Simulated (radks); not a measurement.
Values are calculated unless marked as measured or tabulated.
Initial-state core-level shifts of the technetium ion Tc2+ when its valence configuration changes from [Kr] 4d5. Level of theory: scalar-relativistic Kohn-Sham, r2SCAN, spin-polarised, spherical densities, finite nucleus; open shells are filled with parallel spins first (spin-orbit coupling, left out, can overturn this in heavy ions); meta-GGA in the generalised Kohn-Sham scheme; Fermi nuclear charge, rms radius 4.4112 fm (a radial shooting solver on a logarithmic mesh with Libxc functionals). Shifts are changes of the shell-averaged eigenvalues in eV (positive: less bound); the change of the density at the nucleus, which sets a Mossbauer isomer shift, is in e/bohr^3, on a base of 1.022e+05.

| valence | 1s | 3p | 3d | 4p | density at nucleus |
|---|---|---|---|---|---|
| 4d4 5p1 | -6.118 | -6.285 | -6.310 | -5.442 | +3.66 |
| 4d4.5 5s0.5 | -2.446 | -2.538 | -2.551 | -2.141 | +13.05 |
| 4d4 5s1 | -4.930 | -5.113 | -5.139 | -4.279 | +26.88 |
| 4d3 5s2 | -10.274 | -10.598 | -10.653 | -8.779 | +53.36 |
| 4d3 5s1 5p1 | -11.209 | -11.554 | -11.610 | -9.672 | +32.27 |
| 4d3 5s1.5 5p0.5 | -10.815 | -11.146 | -11.201 | -9.293 | +42.64 |
| 4d4 5s0.5 5p0.5 | -5.526 | -5.701 | -5.727 | -4.863 | +15.05 |
| 4d3.5 5s1.5 | -7.610 | -7.862 | -7.902 | -6.566 | +39.23 |
| 4d4.5 5p0.5 | -3.048 | -3.132 | -3.143 | -2.737 | +1.74 |
